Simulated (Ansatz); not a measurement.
Ansatz (an electronic-structure program) input file for Si(Cl)2(Me)(OH) (CH4Cl2OSi), SMILES [Si](Cl)(O)(C)Cl, CAM-B3LYP/def2-SVPD. Geometry: PBE-D3(BJ)/def2-SVP. One conformer was computed; it need not be the lowest.

Ansatz 0.2 input:
```yaml
crystal:
  periodic: [false, false, false]
  atoms:
    - {symbol: C, position_ang: [-1.12037158, 1.74333073, -0.00000002]}
    - {symbol: Si, position_ang: [0.09649985, 0.34401208, -0.00000000]}
    - {symbol: O, position_ang: [1.63174115, 0.98336452, -0.00000002]}
    - {symbol: Cl, position_ang: [-0.17456807, -0.86989703, -1.66893914]}
    - {symbol: Cl, position_ang: [-0.17456807, -0.86989700, 1.66893916]}
    - {symbol: H, position_ang: [-0.97659202, 2.37146639, 0.90137055]}
    - {symbol: H, position_ang: [-2.15586048, 1.35163548, -0.00000002]}
    - {symbol: H, position_ang: [-0.97659201, 2.37146636, -0.90137059]}
    - {symbol: H, position_ang: [2.36166122, 0.33886070, -0.00000001]}
basis:
  gaussian:
    orbitals: def2-SVPD
hamiltonian:
  xc: {name: CAM-B3LYP}
```

Log of the run:

```
WARN ansatz: RAYON_NUM_THREADS=1 ignored (pool sized by the plan → 1); use --threads N
Functional definition: CAM-B3LYP
integrals: 0.13 GiB planned
1399 factors; their error is unknown
integrals: 0.15 GiB planned
551 factors; integrals over basis functions are off by at most 2.2e-5 eV
mean field: 1.10 GiB planned
mean field evaluation 1: about -36057.7811 eV, gradient 5.8e1 eV
mean field evaluation 2: about -36054.6183 eV, gradient 7.2e1 eV
mean field evaluation 4: about -36064.2291 eV, gradient 1.8e0 eV
mean field evaluation 8: about -36064.2367 eV, gradient 7.8e-2 eV
mean field evaluation 16: about -36064.3941 eV, gradient 2.7e-5 eV
mean field -36064.39408738 eV, -1325.3420373867 hartree, gradient 2.7e-5 eV, S^2 0.000000; 0 other end points of the search recorded, 0 dependent functions left out
reference -36064.39422768 eV, -1325.3420425429 hartree; 33, 33 occupied and 120, 120 virtual orbitals, 1399 factors
Total energy: -36064.39422768 eV, -1325.3420425429 hartree
```

The calculation finished and met its thresholds.

Cost: roughly 5 core-seconds.
